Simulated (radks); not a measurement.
Results of a calculation; reference values are marked as such.
Q: Species: Tb. Configuration: [Xe] 4f9 6s2 (the NIST ground configuration). Code: a radial shooting solver on a logarithmic mesh with Libxc functionals. Model: Dirac Kohn-Sham, LDA (Slater exchange, Perdew-Wang correlation), spin-unpolarised, spherical densities, finite nucleus; open shells are shared between the two j in proportion to 2j + 1; Fermi nuclear charge, rms radius 5.06 fm. Some entries of the table are withheld. Estimate them.

orbital,occ.,eigenvalue (hartree),<1/r> (bohr^-1)
1s1/2,2,-1901.675,(1)
2s1/2,2,-315.1280,17.46
2p1/2,2,-299.6134,17.45
2p3/2,4,-272.2096,15.35
3s1/2,2,-69.87307,6.369
3p1/2,2,-63.10426,6.289
3p3/2,4,-57.44954,5.755
3d3/2,4,(2),5.638
3d5/2,6,(3),5.506
4s1/2,2,-13.81792,2.666
4p1/2,2,-11.16562,2.560
4p3/2,4,-9.89992,2.375
4d3/2,4,-5.52161,2.155
4d5/2,6,-5.29301,2.109
5s1/2,2,(4),1.006
5p1/2,2,-1.03194,0.8800
5p3/2,4,-0.86941,0.8126
6s1/2,2,-0.14156,0.3062
4f5/2,3.85714,-0.13525,1.519
4f7/2,5.14286,-0.10633,1.494
5d3/2,0,-0.05826,0.4187
5d5/2,0,-0.05116,0.3997
6p1/2,0,-0.05081,0.2233
6p3/2,0,-0.04254,0.2083

A: 
(1) 1s1/2 <1/r> (bohr^-1): 73.03
(2) 3d3/2 eigenvalue (hartree): -45.73315
(3) 3d5/2 eigenvalue (hartree): -44.49813
(4) 5s1/2 eigenvalue (hartree): -1.74694
